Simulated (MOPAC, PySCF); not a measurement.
[W(F)3(OH)3], neutral singlet in the gas phase. 

Cartesian coordinates (Å):
```xyz
10

W      0.1022     0.2189     0.2610
F     -1.0100    -1.3133     0.0427
F      0.8199    -0.5752     1.8182
F     -0.6671     0.9432    -1.3061
O     -1.3669     0.8575     1.2701
H     -2.2076     0.3931     1.4317
O      1.3052    -0.7842    -0.8018
H      1.1544    -1.6714    -1.1741
O      1.1776     1.7076     0.4719
H      1.7283     2.4928     0.5900
```
Charge 0, multiplicity 1.

All levels are single points at this geometry (TPSS-D3(BJ)/def2-SVP); Pople sets use spherical d functions. Orbital energies aren't observables, and empty levels follow the basis.

| level | HOMO (eV) | LUMO (eV) | gap (eV) | dipole (D) | vertical IE, Delta-SCF (eV) |
|---|---|---|---|---|---|
| B3LYP-D3(BJ)/def2-TZVP in PySCF | -9.55 | -3.28 | 6.28 | 1.61 | – |
| PBE-D3(BJ)/def2-TZVP in PySCF | -8.01 | -3.63 | 4.39 | 1.52 | – |
| TPSSh-D3(BJ)/def2-TZVP in PySCF | -8.83 | -3.36 | 5.46 | 1.57 | – |
| B3LYP/6-31G* (LANL2DZ on W) in PySCF | -9.28 | -3.29 | 5.99 | 1.45 | 11.63 |
| B3LYP/LANL2DZ in PySCF | -9.76 | -4.01 | 5.75 | 1.54 | – |
| M06-2X/6-31G* (LANL2DZ on W) in PySCF | -11.41 | -2.43 | 8.98 | 1.52 | – |
| PBE/6-31G* (LANL2DZ on W) in PySCF | -7.72 | -3.55 | 4.17 | 1.34 | – |
| HF/6-31G* (LANL2DZ on W) in PySCF | -14.30 | -0.37 | 13.92 | 1.61 | – |
| PM7 in MOPAC | -13.72 | -0.65 | 13.07 | 1.80 | – |
